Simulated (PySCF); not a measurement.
Al(F)(OH)(SMe) (CH4AlFOS), SMILES [S]([Al]([OH])[F])C. The structure is a stationary point at PBE-D3(BJ)/def2-SVP. The values are those of a single conformer.

Computed equilibrium geometry at PBE-D3(BJ)/def2-SVP (PySCF confirms it by a frequency run) as a Z-matrix, and its point group (one conformer of several):
point group Cs.
```
Al
F 1 1.6752
O 1 1.7118 2 121.66
H 3 0.9695 1 123.42 2 0.00
S 1 2.1687 2 120.34 3 180.00
C 5 1.8528 1 99.22 2 180.00
H 6 1.1055 5 111.85 1 0.00
H 6 1.1062 7 109.48 5 -120.08
H 6 1.1062 7 109.48 8 -119.85
```
Charge 0, spin multiplicity 1.
